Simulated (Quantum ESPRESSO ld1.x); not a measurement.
Results of a calculation; reference values are marked as such.
Q: All-electron atom: Sn2+ in [Kr] 4d10 5s2. Code: ld1.x of Quantum ESPRESSO 7.5. Model: Dirac Kohn-Sham, Wu-Cohen GGA, spin-unpolarised, spherical densities, point nucleus.

Spin-orbit splittings of the eigenvalues, e(l+1/2) - e(l-1/2), with zeta = 2 splitting/(2l+1) and mean radii in bohr:

shell  occ.  splitting (eV)  zeta (eV)  <r> j=l-1/2  <r> j=l+1/2
2p        6           230.7      153.8       0.1058       0.1112
3p        6           42.11      28.07       0.3300       0.3412
3d       10           8.693      3.477       0.3126       0.3162
4p        6           7.603      5.069       0.8653       0.8951
4d       10           1.052     0.4206        1.084        1.098
4f        0               ?          ?        6.302        6.303
5p        0          0.7264     0.4842        2.598        2.683
5d        0         0.06124    0.02450        4.115        4.146

Estimate the 4f splitting.

A: 0.0004532 eV (zeta = 0.0001295 eV).
